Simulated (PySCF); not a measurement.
The dipole of `C=C(C)[C@@H]1C[C@H]1C(=O)O` from its density and from atomic charges.

Coordinates (GFN2-xTB, Å) and charges (e) from the PBE0/pcSseg-1 density (PySCF):

```
atom       x       y       z  Mulliken      IAO  Hirshfeld  ESP-fitted
  C1  -1.997   0.328   1.064   -0.0923  -0.3554    -0.1223     -0.6990
  C2  -1.364   0.062  -0.070   -0.3515  +0.0365    +0.0186     +0.4121
  C3  -2.005   0.266  -1.410   -0.1513  -0.4214    -0.1138     -0.5789
  C4   0.024  -0.455  -0.129   -0.1671  -0.1252    -0.0292     -0.1914
  C5   0.587  -1.357   0.920   -0.0655  -0.2647    -0.0742     -0.3336
  C6   1.076   0.064   0.845   -0.2895  -0.1906    -0.0516     -0.2197
  C7   2.428   0.306   0.308   +0.5339  +0.5335    +0.2112     +0.7391
  O8   2.982  -0.355  -0.532   -0.4203  -0.4872    -0.2778     -0.5600
  O9   3.001   1.387   0.867   -0.3694  -0.4823    -0.1758     -0.6131
 H10  -3.006   0.702   1.068   +0.1043  +0.1479    +0.0425     +0.2271
 H11  -1.544   0.188   2.031   +0.1031  +0.1371    +0.0403     +0.2395
 H12  -3.015   0.651  -1.306   +0.1138  +0.1478    +0.0476     +0.1709
 H13  -2.042  -0.676  -1.955   +0.1324  +0.1511    +0.0475     +0.1599
 H14  -1.419   0.970  -2.001   +0.1326  +0.1510    +0.0476     +0.1531
 H15   0.396  -0.621  -1.133   +0.1154  +0.1582    +0.0482     +0.1668
 H16   1.278  -2.123   0.603   +0.1472  +0.1673    +0.0531     +0.1770
 H17  -0.036  -1.626   1.758   +0.1410  +0.1573    +0.0533     +0.1599
 H18   0.765   0.771   1.601   +0.1413  +0.1673    +0.0487     +0.1547
 H19   3.884   1.526   0.492   +0.2419  +0.3717    +0.1864     +0.4353
```

Question: Compute μ = Σ q r for each scheme (1 e·Å = 4.803 D) and compare with the dipole of the full density.

Answer: The full density gives (-0.78, 0.70, 0.57) D, 1.19 D in size; dipole vectors point from the negative to the positive end.

```
    scheme     μx     μy    μz  size (D)  share of the full size (%)  angle to the full dipole (°)
  Mulliken  -2.16  -0.36  0.59      2.27                         190                            49
       IAO  -1.18   0.49  0.60      1.41                         118                            17
 Hirshfeld  -0.71   0.65  0.48      1.08                          90                             3
ESP-fitted  -0.83   0.68  0.57      1.22                         102                             2
```

Question: Which set comes closest?

Answer: Length of the difference vector: ESP-fitted 0.05 D, Hirshfeld 0.13 D, IAO 0.45 D, Mulliken 1.74 D. Closest: ESP-fitted. ESP charges are fitted to the potential around the molecule, whose slowest-falling term is the dipole's. The schemes that divide the density aren't constrained to reproduce the dipole.

Question: What is left for the Hirshfeld atoms' own dipoles?

Answer: The shares of the density sum to the whole, so what Σ q r misses lies in dipoles about the nuclei. The atomic dipoles sum to (-0.78, 0.70, 0.57) − (-0.71, 0.65, 0.48) = (-0.07, 0.05, 0.09) D, 0.13 D in size.

Question: With the origin at the mean of the coordinates, (-0.001, 0.000, 0.159) Å, which are the largest single terms, by size, of the IAO dipole along the direction of the full one?

Answer: O8 +5.84, C7 -3.44, C1 -3.30, H19 -2.68, H10 +2.00 D; all 19 atoms together +1.35 D. The single terms depend on the origin, their sum doesn't.

Question: Give the size of the full dipole in other units.

Answer: 1.19 D = 0.470 au = 0.249 e·Å = 3.99 × 10⁻³⁰ C·m.

Geometry: GFN2-xTB, one conformer, isolated molecule.

The run behind these numbers computed NMR shieldings as well. The run took 47 s on one thread, Arm Neoverse V1 (aarch64) (shared host), and the process peaked at 0.91 GiB of memory.

Conformer computed: `[CH2:1]=[C:2]([CH3:3])[C@@H:4]1[CH2:5][C@H:6]1[C:7](=[O:8])[OH:9]`: C1–C2–C4–C5 32°, C5–C6–C7–O8 31°, H–O9–C7–C6 180°.
